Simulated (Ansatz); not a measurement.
System: C2H9Si2, charge 0, multiplicity 2. It need not be the lowest isomer of its formula. 
Geometry from a B3LYP-D3(BJ)/def2-TZVP (Ansatz, a first-principles code) optimisation:
```
Si
C 1 1.8886
H 2 1.0907 1 111.38
H 2 1.0920 3 108.13 1 122.04
H 2 1.0945 3 108.04 4 116.41
C 1 1.8886 2 110.35 3 179.98
H 6 1.0907 1 111.38 2 -179.98
H 6 1.0920 7 108.13 1 -122.04
H 6 1.0945 7 108.04 8 -116.41
Si 1 2.3385 2 112.57 3 -53.33
H 10 1.4845 1 109.88 2 57.61
H 10 1.4845 11 108.47 1 -120.14
H 10 1.4902 11 107.60 12 -116.12
```
Charge 0, spin multiplicity 2.

Total electronic energies in hartree. Correlated levels leave the core frozen unless marked. UHF or UKS for open shells. No spin-orbit coupling. No relativistic terms. CBS(X,Y): correlation extrapolated as X^-3; Hartree-Fock from the larger set. The bracket is a focal-point correction in the basis named.

```
level                                                                             program  energy (Eh)
-------------------------------------------------------------------------  --------------  -----------
HF/STO-3G                                                                          Ansatz   -651.25011
HF/cc-pVTZ                                                                         Ansatz   -658.87300
HF/aug-cc-pV(Q+d)Z                                                                 Ansatz   -658.88965
RI-HF/aug-cc-pV(T+d)Z                                                              Ansatz   -658.87923
RI-HF/cc-pV(T+d)Z                                                                  Ansatz   -658.87794
PBE/def2-TZVPD                                                                     Ansatz   -660.20296
BLYP-D3(BJ)/def2-TZVPD                                                     Ansatz + dftd3   -660.58356
r2SCAN-D3(BJ)/def2-TZVPD                                                   Ansatz + dftd3   -660.52587
PBE0/STO-3G                                                                        Ansatz   -652.60319
HSE06-D4/def2-TZVPD                                                        Ansatz + dftd4   -660.27050
CAM-B3LYP-D4/def2-TZVPD                                                    Ansatz + dftd4   -660.59364
RPA@PBE/cc-pV(T+d)Z                                                                Ansatz   -659.92321
MP2/STO-3G                                                                         Ansatz   -651.42349
SCS-MP2/STO-3G                                                                     Ansatz   -651.44555
SCS-MP2/cc-pV(D+d)Z                                                                Ansatz   -659.31969
SCS-MP2/cc-pV(Q+d)Z                                                                Ansatz   -659.54209
CCSD(T)/STO-3G                                                                     Ansatz   -651.48969
CCSD(T)/cc-pV(D+d)Z                                                                Ansatz   -659.39532
CCSD(T) with core electrons (1s frozen past Ne)/cc-pwCVTZ                          Ansatz   -660.18021
RI-MP2/CBS(aug-cc-pV(T+d)Z,aug-cc-pV(Q+d)Z)+[CCSD(T)-MP2]/aug-cc-pV(D+d)Z          Ansatz    -659.6394
RI-MP2/CBS(cc-pV(T+d)Z,cc-pV(Q+d)Z)+[CCSD(T)-MP2]/cc-pV(T+d)Z                      Ansatz    -659.6374
RI-MP2/CBS(cc-pV(T+d)Z,cc-pV(Q+d)Z)+[CCSD(T)-MP2]/cc-pV(Q+d)Z                      Ansatz    -659.6324
CCSD(T)/CBS(cc-pV(T+d)Z,cc-pV(Q+d)Z)                                               Ansatz    -659.6291
```

Totals of different functionals don't rank their quality; only differences between species are comparable.
